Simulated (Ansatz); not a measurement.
Harmonic frequencies (cm⁻¹) at PBE0-D4/def2-TZVP from Ansatz: 75, 88, 135, 172, 244, 274, 409, 456, 464, 685, 698, 727, 791, 876, 876, 939, 2155, 2167, 2172, 2177, 3889.

Each molecule was computed in one conformer, which needn't be the lowest.

Which molecule is it?
A. `[F][GeH]([F])[SiH3]`
B. `[OH][GeH]([Cl])[GeH3]`
C. `[NH2][GeH2][NH2]`
D. `[OH][GeH]([F])[GeH3]`

B.
